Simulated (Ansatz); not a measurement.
Geometry optimisation, RHF/def2-SVP in Ansatz.

input.yaml

```yaml
crystal:
  periodic: [false, false, false]
  atoms:
    - { symbol: O, position_ang: [-1.7289, 1.6111, 0.3607] }
    - { symbol: C, position_ang: [-0.7758, 0.7372, 0.5525] }
    - { symbol: Cl, position_ang: [-0.3566, 0.441, 2.177] }
    - { symbol: C, position_ang: [-0.1366, 0.1577, -0.5054] }
    - { symbol: Si, position_ang: [1.1236, -1.0979, -0.589] }
    - { symbol: H, position_ang: [-2.0265, 1.9646, 1.242] }
    - { symbol: H, position_ang: [-0.5494, 0.4187, -1.4831] }
    - { symbol: H, position_ang: [1.4339, -1.4256, -1.9934] }
    - { symbol: H, position_ang: [0.7294, -2.3086, 0.1919] }
    - { symbol: H, position_ang: [2.3701, -0.5493, 0.0496] }
basis:
  gaussian: { orbitals: def2-SVP }
hamiltonian:
  xc: hf
relax:
  f_tol: 0.015
  max_steps: 40
```

Command:

```bash
$ ansatz run input.yaml --threads 1 --pin off --max-ram 2048MiB --backend cpu --events-out ev --progress --plain --runs-dir out
```

Q: Where does it end, and by what steps?

A: The run converged. After 7 steps the energy has fallen by 0.353 eV; H7 moved furthest, 0.11 Å.

```tsv
step	energy less start (eV)	largest force component (eV/Å)	accepted
0	0.0000	3.314	yes
1	-0.2814	1.375	yes
2	-0.3345	0.565	yes
3	-0.3380	0.484	yes
4	-0.3519	0.083	yes
5	-0.3527	0.054	yes
6	-0.3528	0.015	yes
7	-0.3528	0.002	yes
```

```xyz
10
Properties=species:S:1:pos:R:3
O -1.753 1.652 0.408
C -0.779 0.752 0.483
Cl -0.296 0.393 2.125
C -0.215 0.171 -0.563
Si 1.160 -1.103 -0.539
H -2.024 1.952 1.263
H -0.620 0.495 -1.516
H 1.460 -1.466 -1.944
H 0.759 -2.327 0.195
H 2.391 -0.569 0.090
```

The run took 18 s on 1 thread of Arm Neoverse V2, on a shared host, peak memory 0.2 GiB.
